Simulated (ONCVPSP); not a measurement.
# Hg (Z = 80), ONCV: configuration errors across variants

* Element: Hg (Z = 80)
* Generator: ONCVPSP 4.0.1
* Type: optimised norm-conserving Vanderbilt (ONCV)
* Functional: revPBE
* Relativity: scalar-relativistic
* Frozen core: [Kr] 4d10 4f14 5s2
* Valence charge: 18
* Reference configuration: 5p6 5d10 6s2
* Partial waves: 6s: rc 2.20 bohr, ncon 4, nbas 7, qcut 2.6 1/bohr, 2 projectors, debl 1.9 Ha; 5p: rc 1.35 bohr, ncon 3, nbas 8, qcut 8.3 1/bohr, 2 projectors, debl 0.7 Ha; 5d: rc 2.15 bohr, ncon 4, nbas 9, qcut 7.1 1/bohr, 2 projectors, debl 0.4 Ha
* Local potential: polynomial inside 0.95 bohr (lpopt 3, dvloc0 0 Ha)
* Core correction: none

In the p channel the program set the typed energies aside and used -2.442, 0.250 Ha.

All-electron excitation energies from the reference (eV): (1) 5p6 5d10 6s1 10.575; (2) 5p6 5d10 6s0 29.403; (3) 5p6 5d9 6s0 64.850; (4) 5p6 5d10 6s1.5 4.304.

A true bound ghost makes a file unfit for plane-wave use even where its test errors are small: the radial tests pick states by their node count and pass the ghost by.

Errors AE − PS in meV (a dash: test not solved or not reliable):

| change | (1) | (2) | (3) | (4) | bound ghosts | GHOST(+) flags above zero |
| --- | --- | --- | --- | --- | --- | --- |
| base | -9.7 | -40 | -11 | -2.9 | s | s |
| p: rc 0.98 | -9.8 | -40 | -10 | -2.9 | s | s |
| p: rc 1.22 | -9.7 | -40 | -11 | -2.9 | s | s |
| p: rc 1.4 | -9.7 | -39 | -11 | -2.9 | s | s |
| p: rc 1.58 | -9.6 | -39 | -11 | -2.9 | s | s |
| p: rc 1.98 | -9.6 | -39 | -12 | -2.9 | s | s |

Question: Give the same row for: p: rc 1.76.

Answer: -9.6, -39, -12, -2.9; bound ghosts: s; GHOST(+) flags above zero: s.
